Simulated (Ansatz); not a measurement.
Species: SnO (charge 0, singlet). SMILES: [O]=[Sn]
Geometry: optimised at B3LYP-D3(BJ)/def2-TZVP (Ansatz, a first-principles code).

Wanted: vertical triplet-singlet gap, E(triplet) - E(singlet), in eV. Conventions: STO-3G and 3-21G all-electron and non-relativistic; def2 sets with scalar-relativistic core potentials past Kr; no spin-orbit coupling; each state is the SCF solution reached for its charge and spin; open shells spin-unrestricted. First-principles rows: single points at B3LYP-D3(BJ) geometries (Ansatz). Levels can end on unlike triplets.

| species | coefficient | E at B3LYP/STO-3G (Ansatz), Eh | E at B3LYP/def2-TZVPD (Ansatz), Eh |
|---|---|---|---|
| charge 0, triplet | +1 | -6039.34108 | -289.52092 |
| charge 0, singlet | -1 | -6039.44879 | -289.62997 |

 1 Eh = 27.2114 eV.

Task: Compute it at each level from the table.

Result: 
- B3LYP/STO-3G: the sum of coefficient times E is 0.10771 Eh, or 2.931 eV. Result: 2.93 eV.
- B3LYP/def2-TZVPD: the sum of coefficient times E is 0.10905 Eh, or 2.967 eV. Result: 2.97 eV.
